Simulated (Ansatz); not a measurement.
Reaction (substitution at a C–Si bond): `[SiH3][CH]1[NH][GeH2]1` + H₂S → `S[CH]1[NH][GeH2]1` + SiH₄

Program: Ansatz. Geometries: PBE0-D4/def2-TZVP. ΔE: electronic, gas phase. CCSD(T)/CBS adds triple-zeta CCSD(T) − MP2 to the extrapolated MP2 energy (def2 sets, frozen cores). This one scheme is used for every species. DFT in def2-TZVPP. For Ge outer-core shells are correlated without core-valence functions, which leaves a few kJ/mol of doubt a bond. Scalar relativity is left out up to krypton. Each species was taken in one conformer, which may not be the lowest.

| level | ΔE (eV) |
| --- | --- |
| PBE0-D4 | 0.46 |
| ωB97X-V | 0.47 |
| PBE0 | 0.44 |
| CCSD/def2-TZVPP | 0.53 |
| CCSD(T)/def2-TZVPP | 0.52 |
| HF/def2-QZVPP | 0.49 |
| MP2/CBS(def2) | 0.52 |
| CCSD/CBS(def2) | 0.54 |

Question: What does CCSD(T)/CBS give? (Estimate.)

Answer: Computed: +0.53 eV. The listed levels differ from it by -0.07, -0.06, -0.09, 0.00, -0.01, -0.04, -0.01, 0.01 eV.

Largest T1 diagnostic among the species: 0.013.

From PBE to PBE0 (25 % exact exchange), in def2-TZVPP and without D4, ΔE moves by +0.05 eV.
